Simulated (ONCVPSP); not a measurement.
Before and after: ONCV potential for silver

ONCVPSP 4.0.1 input, shortened (lines: element, Z, core and valence counts, functional; n l f; lmax; l rc ep ncon nbas qcut; lloc lpopt rc5 dvloc0; l nproj debl; icmod fcfact rcfact), PBEsol, scalar-relativistic:

```
  Ag 47.00    6    4  -116133      upf
    1    0    2.00
    2    0    2.00
    2    1    6.00
    3    0    2.00
    3    1    6.00
    3    2   10.00
    4    0    2.00
    4    1    6.00
    4    2   10.00
    5    0    1.00
    2
    0    1.55    0.00    4    8    6.40
    1    1.65    0.00    4    9   10.00
    2    1.75    0.00    4    9    8.70
    4    3    1.05    6.00
    0    2    2.40
    1    1    0.50
    2    2    1.60
    2    0.25    1.15
```

Change: d: qcut 8.

Cutoffs: the cutoffs (Ha) at which the residual kinetic energy of the hardest occupied pseudo-wave falls to 1 and 0.1 mHa per electron; they do not see the model core or the augmentation charge, which bear on the density cutoff. Errors are all-electron minus pseudo energies relative to the spin-unpolarised reference configuration.

Problem. What does the change do?

Solution. The potential gets softer (27 Ha and 32 Ha → 25 Ha and 29 Ha); of the 4 tests that both files solve, the error grows in 1 and shrinks in 0 by more than 15 % and 0.3 meV (median size 4.5 → 7.1 meV); neither file shows a bound ghost. The waves are optimised to have the least kinetic energy above qcut, so the cutoff follows it (qcut²/2 in Ha).

| quantity | base | changed |
| --- | --- | --- |
| cutoff, loose | 27 Ha | 25 Ha |
| cutoff, tight | 32 Ha | 29 Ha |
| loose cutoff by channel | s 17 Ha, p 19 Ha, d 27 Ha | s 17 Ha, p 19 Ha, d 25 Ha |
| bound ghosts | none | none |
| GHOST(+) flags under 300 eV | none | none |
| error for 4s2 4p6 4d10 5s0, meV [ΔE 7.75 eV] | -2.0 | -1.8 |
| error for 4s2 4p6 4d9 5s0, meV [ΔE 29.86 eV] | -3.4 | -2.9 |
| error for 4s2 4p6 4d8 5s0, meV [ΔE 66.04 eV] | +5.6 | +11 |
| error for 4s2 4p6 4d9 5s1 5p1, meV [ΔE 8.61 eV] | +41 | +42 |
| s: phases at 1.57 bohr within 0.05 rad from the reference energy up to (Ha; the scan ends near 5) | to the end of the scan | to the end of the scan |
| p: phases at 1.67 bohr within 0.05 rad from the reference energy up to (Ha; the scan ends near 5) | 0.7 | 0.7 |
| d: phases at 1.77 bohr within 0.05 rad from the reference energy up to (Ha; the scan ends near 5) | to the end of the scan | to the end of the scan |
| rms error of d²Exc/dni dnj with the model core, mHa | 1.42 | 1.42 |
